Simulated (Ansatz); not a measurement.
```
atom    x (Å)    y (Å)    z (Å)
  Ge  -0.0015   0.0512   0.0382
   H   0.8528   0.9084   0.9346
   H   0.9627  -0.8642  -0.8590
   H  -0.8452   0.8744  -0.9070
   H  -0.9209  -0.8043   0.8926
```

Basis set: 6-31G (spherical functions). Frozen core: 9 orbitals. Charge 0, multiplicity 1.

Computed with Ansatz (development build ahead of 0.2.0); each method stands on the lowest determinant of its kind that the runs found. Restricted open shells among the atoms or ions are ROHF, correlated in semicanonical orbitals with singles.

Task: Give the atomization energy at this shape (free ground-state atoms in the same class of orbitals less the molecule, no zero-point energy) of singlet GeH₄ by RHF-MP2, RHF.

Result:

```csv
method,atomization energy
RHF-MP2,10.33 eV
RHF,8.99 eV
```

This basis has no polarisation functions and is too small for such energies, which can lie far from measured ones in either direction.
